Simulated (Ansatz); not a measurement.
Relaxation of BrH$_{5}$Sn (7 atoms, charge 0, multiplicity 1), to a largest force component of 0.03 eV/Å in at most 50 steps.

These are results of RKS PBE0/def2-SVP (Ansatz), not measurements.

```xyz
7
Properties=species:S:1:pos:R:3
Sn -0.348 -0.699 -0.490
Br 2.100 0.043 -0.699
H -0.504 -2.005 -1.576
H -0.565 -1.168 1.138
H -1.302 0.645 -0.933
H 0.638 1.573 1.155
H -0.019 1.610 1.405
```

Problem. Where does it end, and by what steps?

Solution. The run converged. The force dipped under the threshold on the way, but the program's further checks kept it going. After 9 steps the energy has fallen by 0.150 eV; H7 moved furthest, 0.76 Å.

```
step  energy less start (eV)  largest force component (eV/Å)  accepted
   0                  0.0000                           2.322       yes
   1                 -0.1153                           0.410       yes
   2                 -0.1430                           0.084       yes
   3                 -0.1473                           0.146       yes
   4                 -0.1489                           0.036       yes
   5                 -0.1496                           0.019       yes
   6                 -0.1499                           0.080       yes
   7                 -0.1502                           0.044       yes
   8                 -0.1503                           0.001       yes
   9                 -0.1503                           0.003       yes
```

```xyz
7
Properties=species:S:1:pos:R:3
Sn -0.370 -0.892 -0.648
Br 2.000 -0.091 -0.784
H -0.495 -2.196 -1.744
H -0.624 -1.377 0.969
H -1.353 0.430 -1.097
H 0.707 1.932 1.438
H 0.135 2.193 1.867
```

Run time: 16 s on 2 threads of AMD EPYC 7R13 Processor (Zen 3), on a shared host, peak memory 0.2 GiB.
